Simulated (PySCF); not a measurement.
A structure optimised at PBE-D3(BJ)/def2-SVP, used in a PySCF frequency run:

```xyz
5

Zn     0.0000     0.0000     0.0140
Se    -0.0303    -2.2987     0.0240
H      1.0236    -2.3107    -1.0259
Se     0.0303     2.2987     0.0240
H     -1.0236     2.3107    -1.0259
```
Charge 0, spin multiplicity 1.

Q: Write its SMILES, formula and point group.

A: [SeH][Zn][SeH], H₂Se₂Zn, C2

Q: What are its rotational constants (standard atomic weights)?

A: 114.71, 0.59626, 0.59625 GHz
